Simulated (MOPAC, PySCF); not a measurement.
C₂H₄OS, SMILES `CC(=O)S` (O–C–S–H torsion 0°), neutral singlet in the gas phase. 

Z-matrix (Å, degrees):
```
C
O 1 1.2096
C 1 1.5102 2 124.83
H 3 1.0956 1 109.23 2 0.00
H 3 1.0996 4 109.91 1 -120.97
H 3 1.0996 4 109.91 5 -118.07
S 1 1.8148 2 122.91 3 180.00
H 7 1.3534 1 93.54 2 0.00
```
Charge 0, multiplicity 1.

All levels are single points at this geometry (PBE-D3(BJ)/def2-TZVP); Pople sets use spherical d functions. Orbital energies aren't observables, and empty levels follow the basis.

B3LYP/6-31G* in PySCF gives gap (eV) = 6.59.

Question: Estimate the gap (eV) from each of these levels: PBE-D3(BJ)/def2-TZVP in PySCF; B3LYP/3-21G in PySCF; B3LYP/LANL2DZ in PySCF; M06-2X/6-31G* in PySCF; PBE/6-31G* in PySCF; SVWN5/6-31G* in PySCF; HF/3-21G in PySCF; HF/6-31G* in PySCF; HF/STO-3G in PySCF; AM1 in MOPAC; PM6 in MOPAC; PM7 in MOPAC.

Answer: 
```csv
level,gap (eV)
PBE-D3(BJ)/def2-TZVP in PySCF,4.40
B3LYP/3-21G in PySCF,6.58
B3LYP/LANL2DZ in PySCF,6.54
M06-2X/6-31G* in PySCF,9.48
PBE/6-31G* in PySCF,4.47
SVWN5/6-31G* in PySCF,4.41
HF/3-21G in PySCF,14.66
HF/6-31G* in PySCF,14.57
HF/STO-3G in PySCF,15.59
AM1 in MOPAC,10.07
PM6 in MOPAC,9.55
PM7 in MOPAC,8.57
```
